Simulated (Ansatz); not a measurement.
CH₅O₂Y, SMILES `[CH3][Y]([OH])[OH]`. The species carries charge 0 and has multiplicity 1. Y takes the def2 core potential. All single points use the PBE0-D4/def2-TZVP geometry. It is one conformer, not always the lowest.

```xyz
9

C    -0.757    1.511    0.044
Y     0.514   -0.494   -0.106
O     0.195   -1.614   -1.757
O     1.316   -1.149    1.630
H    -1.746    1.319    0.484
H    -0.295    2.275    0.683
H    -0.951    1.984   -0.928
H     0.058   -2.250   -2.453
H     1.665   -1.582    2.403
```

What is the dipole moment at ωB97M-V/def2-TZVPP? (Estimate.)

Computed: 2.47 D, with components (1.88, -1.56, -0.41) D in this frame, pointing from negative to positive charge.

And with PBE, r2SCAN, B3LYP? (Best estimate.)

Ansatz gave: PBE 2.31 D, r2SCAN 2.38 D, B3LYP 2.39 D.

Give the Mulliken charges with ωB97M-V, r2SCAN, PBE in def2-TZVPP. (An estimate is asked.)

The calculation gave: 
```
atom  ωB97M-V  r2SCAN    PBE
  C1    -0.74   -0.62  -0.70
  Y2     1.19    1.27   1.15
  O3    -0.55   -0.62  -0.53
  O4    -0.55   -0.62  -0.53
  H5     0.12    0.07   0.09
  H6     0.11    0.06   0.09
  H7     0.11    0.06   0.09
  H8     0.16    0.19   0.17
  H9     0.16    0.19   0.17
```

B3LYP here is the variant with VWN-RPA as its local correlation; programs differ in this.
